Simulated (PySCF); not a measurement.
C7H10O2.
SMILES: `C(C)(O[C@@H]1CC21CC2)=O`

Level: PBE0/def2-SVPD in PySCF, non-relativistic, on one gas-phase PBE0-D3(BJ)/def2-SVP geometry that isn't relaxed in the solvent. The solvent is an IEF-PCM continuum (van der Waals radii × 1.2), and excitations are vertical TDDFT with non-equilibrium linear response and a frozen core. Only the electrostatic response of the medium enters.

Gas-phase singlets (H = HOMO, L = LUMO):

```csv
state,E (eV),λ (nm),f,leading configurations
S1,5.860,212,0.001,"H-1→L 40%, H→L 33%"
S2,6.896,180,0.027,"H→L 63%, H-1→L 31%"
S3,7.297,170,0.020,"H-2→L 69%, H-1→L 26%"
S4,7.526,165,0.032,"H→L+1 82%, H-1→L+1 8%"
S5,7.580,164,0.002,H-3→L 96%
```

Give the list for chloroform (ε = 4.711), n² = 2.09.

| state | E (eV) | λ (nm) | f | leading configurations | change by rank (eV) |
| --- | --- | --- | --- | --- | --- |
| S1 | 5.962 | 208 | 0.001 | H-2→L 44%, H-1→L 27% | +0.102 |
| S2 | 6.807 | 182 | 0.037 | H→L 80%, H-1→L 13% | -0.089 |
| S3 | 7.190 | 172 | 0.024 | H-1→L 59%, H-2→L 34% | -0.107 |
| S4 | 7.464 | 166 | 0.002 | H-3→L 83%, H-2→L 16% | -0.062 |
| S5 | 7.616 | 163 | 0.028 | H→L+1 91% | +0.036 |

What are the lowest 5 singlets in water (ε = 78.36)?

| state | E (eV) | λ (nm) | f | leading configurations | change by rank (eV) |
| --- | --- | --- | --- | --- | --- |
| S1 | 6.011 | 206 | 0.001 | H-2→L 36%, H-3→L 29% | +0.151 |
| S2 | 6.779 | 183 | 0.035 | H→L 83%, H-1→L 10% | -0.117 |
| S3 | 7.153 | 173 | 0.023 | H-1→L 69%, H-2→L 18% | -0.144 |
| S4 | 7.420 | 167 | 0.002 | H-3→L 58%, H-2→L 40% | -0.106 |
| S5 | 7.633 | 162 | 0.023 | H→L+1 93% | +0.053 |

How do the frontier levels move from gas to water?

```csv
orbital,gas (eV),solvent (eV),change (eV)
LUMO+2,1.15,1.31,+0.16
LUMO+1,0.72,0.78,+0.06
LUMO,0.17,0.07,-0.10
HOMO,-7.85,-7.88,-0.03
HOMO-1,-8.01,-8.07,-0.06
HOMO-2,-8.25,-8.34,-0.09
HOMO-3,-8.46,-8.45,+0.01
```

The HOMO–LUMO gap goes from 8.03 to 7.95 eV. Rows go by rank; for HOMO-3, HOMO-2, HOMO-1 and HOMO the atom shares or the degeneracy differ between the runs, so the row needn't follow one orbital.

The values belong to the conformer `[CH3:1][C:2](=[O:3])[O:4][C@@H:5]1[CH2:6][C:7]12[CH2:8][CH2:9]2`: C1–C2–O4–C5 -179°, C2–O4–C5–C6 148°.
